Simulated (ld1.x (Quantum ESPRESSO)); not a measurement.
## LDA (PZ) ultrasoft dataset for sulfur, scalar-relativistic all-electron reference.

The input file (ld1.x (Quantum ESPRESSO) 7.5):

```
&input
   title='S', zed=16., rel=1, dft='PZ', iswitch=3,
   config='[Ne] 3s2 3p4',
   nld=2, rlderiv=2.05, eminld=-3.0, emaxld=5.0, deld=0.02
 /
 &inputp
   pseudotype=3, tm=.true., lloc=-1, rcloc=1.15,
   nlcc=.false.,
   which_augfun='PSQ', rmatch_augfun=1.15,
   file_pseudopw='S.UPF', file_wfcaegen='ae.wfc', file_wfcncgen='nc.wfc', file_beta='beta', file_chi='chi', file_wfcusgen='us.wfc'
 /
4
3S  1  0   2.00   0.00  1.35  1.45  0.0
3S  1  0   0.00   4.05  1.35  1.45  0.0
3P  2  1   4.00   0.00  1.65  1.90  0.0
3P  2  1   0.00   0.45  1.65  1.90  0.0
 &test
   configts(1)='3s2 3p4'
 /
```

Command:

```bash
ld1.x < S.in > S.out
```

Resulting log (shortened: banner, matrices, multipoles, cross overlaps and the repeated all-electron block are left out):

```
Program LD1 v.7.5
     --------------------------- All-electron run ----------------------------

     S
     scalar relativistic calculation

     atomic number is 16.00
     dft =PZ   lsd =0 sic =0 latt =0  beta=0.20 tr2=1.0E-14
     Exchange-correlation= PZ
                           (   1   1   0   0   0   0   0)
     mesh =1151 r(mesh) =  99.72449 a.u. xmin = -7.00 dx = 0.01250
     1 Ry =  13.60569312 eV, c = 137.03599908

     n l     nl                  e(Ry)          e(Ha)          e(eV)
     1 0     1S 1( 2.00)      -176.1918       -88.0959     -2397.2114
     2 0     2S 1( 2.00)       -15.4931        -7.7465      -210.7941
     2 1     2P 1( 6.00)       -11.5037        -5.7518      -156.5158
     3 0     3S 1( 2.00)        -1.2704        -0.6352       -17.2842
     3 1     3P 1( 4.00)        -0.5227        -0.2614        -7.1120

     final scf error:  4.6E-15 reached in  27 iterations

     Etot =    -795.661173 Ry,    -397.830586 Ha,  -10825.521747 eV

     Ekin =     798.026441 Ry,     399.013220 Ha,   10857.702854 eV
     Encl =   -1899.490147 Ry,    -949.745074 Ha,  -25843.880034 eV
     Eh   =     354.221890 Ry,     177.110945 Ha,    4819.434336 eV
     Exc  =     -48.419356 Ry,     -24.209678 Ha,    -658.778904 eV

     normalization and overlap integrals

     s(1S/1S) =  1.000000  <r> =   0.0972  <r2> =    0.0127  r(max) =   0.0633
     s(2S/2S) =  1.000000  <r> =   0.4810  <r2> =    0.2755  r(max) =   0.3877
     s(2P/2P) =  1.000000  <r> =   0.4434  <r2> =    0.2461  r(max) =   0.3254
     s(3S/3S) =  1.000000  <r> =   1.6939  <r2> =    3.3474  r(max) =   1.4048
     s(3P/3P) =  1.000000  <r> =   2.0725  <r2> =    5.1850  r(max) =   1.5919

     ------------------------ End of All-electron run ------------------------

     --------------------- Generating US pseudopotential ---------------------

      Generating local potential from pseudized AE potential:
      Matching radius rcloc =   1.1500

      Local pseudo, rcloc= 1.136 Estimated cut-off energy=    18.68 Ry
      Wfc-us  3S rcutus= 1.459  Estimated cut-off energy=    21.14 Ry
      Wfc-us  3S rcutus= 1.459  Estimated cut-off energy=    33.96 Ry
      Wfc-us  3P rcutus= 1.920  Estimated cut-off energy=    20.86 Ry
      Wfc-us  3P rcutus= 1.920  Estimated cut-off energy=    23.81 Ry

     Q pseudized with Bessel functions
     Expected ecutrho=     188.9997 due to l1=  1   l2=  1

     ------------------- End of pseudopotential generation -------------------

     Computing logarithmic derivative in   2.05686
     Computing logarithmic derivative in   2.05686
     Computing the partial wave expansion
     R is outside the sphere for l=    0 j= 0.00
     R is outside the sphere for l=    0 j= 0.00
     R is outside the sphere for l=    1 j= 0.00
     R is outside the sphere for l=    1 j= 0.00

     ---------------------- Testing the pseudopotential ----------------------

     S
     scalar relativistic calculation

     atomic number is 16.00   valence charge is  6.00
     dft =PZ   lsd =0 sic =0 latt =0  beta=0.20 tr2=1.0E-14
     mesh =1151 r(mesh) =  99.72449 xmin = -7.00 dx = 0.01250

     n l     nl             e AE (Ry)        e PS (Ry)    De AE-PS (Ry)
     1 0     3S   1( 2.00)       -1.27036       -1.27037        0.00001
     2 1     3P   1( 4.00)       -0.52273       -0.52273        0.00000

     eps = 8.1E-15  iter =  3

     Etot =    -795.661173 Ry,    -397.830586 Ha,  -10825.521747 eV
     Etotps =   -20.182666 Ry,     -10.091333 Ha,    -274.599157 eV

     Ekin =       7.888726 Ry,       3.944363 Ha,     107.331584 eV
     Encl =     -45.097961 Ry,     -22.548980 Ha,    -613.589015 eV
     Ehrt =      16.796876 Ry,       8.398438 Ha,     228.533142 eV
     Ecxc =      -4.077282 Ry,      -2.038641 Ha,     -55.474254 eV
     Epseu=       4.306975 Ry,       2.153488 Ha,      58.599386 eV

     ---------------------- End of pseudopotential test ----------------------
```

Generation and configuration tests took about 1.4 s on one core of a shared server CPU.
